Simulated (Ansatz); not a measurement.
`[F][Hf]([F])([Cl])[I]`, one more setting.

```yaml
crystal:
  periodic: [false, false, false]
  atoms:
    - {symbol: F, position_ang: [0.222834, -0.533319, 1.899485]}
    - {symbol: Hf, position_ang: [0.123149, -0.171053, 0.072797]}
    - {symbol: F, position_ang: [1.462472, -0.942776, -0.859834]}
    - {symbol: Cl, position_ang: [-1.972949, -0.978931, -0.737130]}
    - {symbol: I, position_ang: [0.231618, 2.476425, -0.362050]}
basis:
  gaussian: {orbitals: def2-SVP}
hamiltonian: {xc: {name: wB97M-V}}
```

```sh
$ ansatz run in.yaml --threads 4 --pin off --events-out ev --progress --plain --max-ram 10444MiB
```

Output, abridged:

```
Functional definition: wB97M-V
1068 factors; integrals over basis functions are off by at most 5.1e-4 eV
224 factors; integrals over basis functions are off by at most 2.9e-5 eV
mean field evaluation 1: about -27354.7524 eV, gradient 5.0e1 eV
mean field evaluation 2: about -27350.2048 eV, gradient 7.8e1 eV
mean field evaluation 4: about -27359.7342 eV, gradient 1.4e0 eV
mean field evaluation 8: about -27359.7935 eV, gradient 9.6e-2 eV
mean field evaluation 16: about -27359.7936 eV, gradient 7.1e-5 eV
mean field -27359.79356364 eV, -1005.4538683297 hartree, gradient 7.1e-5 eV, S^2 0.000000; 0 other end points of the search recorded, 0 dependent functions left out
reference -27359.79363928 eV, -1005.4538711094 hartree; 36, 36 occupied and 68, 68 virtual orbitals, 1068 factors
Total energy: -27359.79363928 eV, -1005.4538711094 hartree
```

Run time 5.5 s (4 threads of an AMD EPYC 7B13 on a shared host); peak host memory 0.4 GiB.
